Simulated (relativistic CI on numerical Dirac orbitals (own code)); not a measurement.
## Line list: Electric-dipole lines, Nb²¹⁺

Method of calculation: Dirac-Coulomb-Breit CI, KLI orbitals optimised for each configuration, model QED (radiative potential, 1s self-energy scaled to tabulated hydrogen-like ionisation energies), unscaled Slater integrals (own radial code, finite nucleus).

Configuration list (outside the closed core [Ne]): 3s2 3p6 3d2, 3s2 3p5 3d3, 3s 3p6 3d3, 3s2 3p6 3d 4s, 3s2 3p6 3d 4p, 3s2 3p6 3d 4d, 3s2 3p6 3d 4f, 3s2 3p5 3d2 4s, 3s2 3p5 3d2 4p, 3s2 3p6 4s2, 3s2 3p6 4s 4p, 3s2 3p5 3d2 4d, 3s 3p6 3d2 4s, 3s2 3p6 3d 5s, 3s2 3p6 4p2, 3s2 3p6 3d 5p, 3s2 3p6 4s 4d, 3s 3p6 3d2 4p, 3s2 3p6 3d 5d, 3s2 3p6 4p 4d, 3s2 3p6 3d 5f, 3s2 3p6 3d 5g, 3s2 3p6 3d 6s, 3s2 3p6 3d 6p, 3s2 3p6 3d 6f, 3p6 3d4, 3p5 3d5, 3p6 3d3 4s, 3p5 3d4 4s. Double excitations out of closed p, d and f shells are left out; levels of such configurations are missing from the list, as are those of other unlisted configurations, and high levels can miss mixing partners. These lack a partner that the ground configuration has and come out too high: 3s2 3p5 3d2 4p, 3s2 3p5 3d2 4d.

| λ vac (nm) | Lower | Upper | A (s⁻¹) | log gf | S velocity/length |
| --- | --- | --- | --- | --- | --- |
| 2.4173 | 3s2 3p6 3d2 3F_2 [1] | 3s2 3p6 3d 4f 3G°_3 [280] | 5.47e+12 | 0.53 | 0.89 |
| 2.4182 | 3s2 3p6 3d2 3F_3 [2] | 3s2 3p5 3d2 4s 5D°_4 [286] | 1.91e+12 | 0.18 | 0.89 |
| 2.4226 | 3s2 3p6 3d2 3F_3 [2] | 3s2 3p6 3d 4f 3G°_4 [283] | 6.22e+12 | 0.69 | 0.90 |
| 2.4292 | 3s2 3p6 3d2 3F_4 [3] | 3s2 3p6 3d 4f 3G°_5 [288] | 1.11e+13 | 1.03 | 0.90 |
| 2.4332 | 3s2 3p6 3d2 3F_2 [1] | 3s2 3p5 3d2 4s 3G°_3 [271] | 2.69e+12 | 0.22 | 0.91 |
| 2.4349 | 3s2 3p6 3d2 3F_2 [1] | 3s2 3p6 3d 4f 3F°_2 [270] | 2.11e+12 | -0.03 | 0.87 |
| 2.4355 | 3s2 3p6 3d2 1G_4 [8] | 3s2 3p5 3d2 4s 3G°_5 [310] | 3.60e+12 | 0.55 | 0.90 |
| 2.4381 | 3s2 3p6 3d2 1G_4 [8] | 3s2 3p6 3d 4f 1H°_5 [307] | 8.43e+12 | 0.92 | 0.90 |
| 2.4430 | 3s2 3p6 3d2 1D_2 [5] | 3s2 3p6 3d 4f 3D°_3 [287] | 5.38e+12 | 0.53 | 0.89 |
| 2.4446 | 3s2 3p6 3d2 3F_3 [2] | 3s2 3p6 3d 4f 3F°_3 [272] | 2.40e+12 | 0.18 | 0.88 |
| 2.4478 | 3s2 3p6 3d2 3P_0 [4] | 3s2 3p6 3d 4f 3D°_1 [282] | 5.15e+12 | 0.14 | 0.89 |
| 2.4482 | 3s2 3p6 3d2 3F_4 [3] | 3s2 3p6 3d 4f 3F°_4 [278] | 1.80e+12 | 0.16 | 0.88 |
| 2.4508 | 3s2 3p6 3d2 3F_3 [2] | 3s2 3p6 3d 4f 1G°_4 [268] | 1.44e+12 | 0.07 | 0.89 |
| 2.4534 | 3s2 3p6 3d2 3P_1 [6] | 3s2 3p6 3d 4f 3D°_2 [284] | 4.28e+12 | 0.29 | 0.90 |
| 2.4543 | 3s2 3p6 3d2 3P_2 [7] | 3s2 3p6 3d 4f 1F°_3 [297] | 6.78e+12 | 0.63 | 0.89 |
| 2.4578 | 3s2 3p6 3d2 1D_2 [5] | 3s2 3p6 3d 4f 1D°_2 [279] | 3.17e+12 | 0.16 | 0.88 |
| 6.8753 | 3s2 3p6 3d2 3F_2 [1] | 3s2 3p5 3d3 3D°_1 [112] | 7.98e+11 | 0.23 | 0.62 |
| 6.9408 | 3s2 3p6 3d2 3F_3 [2] | 3s2 3p5 3d3 3D°_2 [113] | 7.72e+11 | 0.45 | 0.62 |
| 7.0281 | 3s2 3p6 3d2 3F_4 [3] | 3s2 3p5 3d3 3D°_3 [114] | 7.97e+11 | 0.62 | 0.62 |
| 7.0666 | 3s2 3p6 3d2 1G_4 [8] | 3s2 3p5 3d3 1F°_3 [118] | 9.19e+11 | 0.68 | 0.62 |
| 7.1921 | 3s2 3p6 3d2 1G_4 [8] | 3s2 3p5 3d3 1G°_4 [115] | 9.50e+11 | 0.82 | 0.61 |
| 7.2169 | 3s2 3p6 3d2 3F_3 [2] | 3s2 3p5 3d3 1F°_3 [108] | 2.87e+11 | 0.20 | 0.62 |
| 7.2886 | 3s2 3p6 3d2 3F_4 [3] | 3s2 3p5 3d3 3F°_4 [109] | 7.07e+11 | 0.70 | 0.61 |
| 7.3948 | 3s2 3p6 3d2 3F_3 [2] | 3s2 3p5 3d3 3D°_3 [105] | 1.83e+11 | 0.02 | 0.61 |
| 7.4527 | 3s2 3p6 3d2 3P_2 [7] | 3s2 3p5 3d3 3P°_2 [111] | 3.95e+11 | 0.22 | 0.61 |
| 7.4876 | 3s2 3p6 3d2 3F_2 [1] | 3s2 3p5 3d3 3F°_2 [99] | 5.49e+11 | 0.36 | 0.61 |
| 7.6419 | 3s2 3p6 3d2 3F_3 [2] | 3s2 3p5 3d3 3F°_3 [98] | 2.19e+11 | 0.13 | 0.60 |
| 7.9083 | 3s2 3p6 3d2 1G_4 [8] | 3s2 3p5 3d3 1H°_5 [104] | 1.74e+11 | 0.25 | 0.61 |
| 8.0477 | 3s2 3p6 3d2 3F_4 [3] | 3s2 3p5 3d3 3G°_5 [93] | 1.25e+11 | 0.12 | 0.61 |
| 8.5529 | 3s2 3p6 3d2 3F_2 [1] | 3s2 3p5 3d3 3G°_3 [69] | 1.23e+11 | -0.02 | 0.59 |

Terms are leading LS components. Brackets give the number of a level in order of energy, since labels repeat. The list gives strong lines, with weight on those to low levels, among the lowest 400 of 1847 levels, so that lines to higher ones, which can be the strongest, are missing. Levels whose partners in the same complex of configurations lie outside the list can be far off, and so can their lines. Rates are taken at the computed energies, electric ones in the length gauge. A velocity-to-length ratio far from 1 marks an uncertain rate.

At this charge energies of transitions that change n are usually good to better than 1 %, and those within a shell (Δn = 0) to a few per cent. Terms inside the open d or f shell come out 10 to 20 % too wide with unscaled integrals.

LS names give the leading component of a level, which can be under half, so a name can repeat, a term be missing and a line seem to break the LS rules.
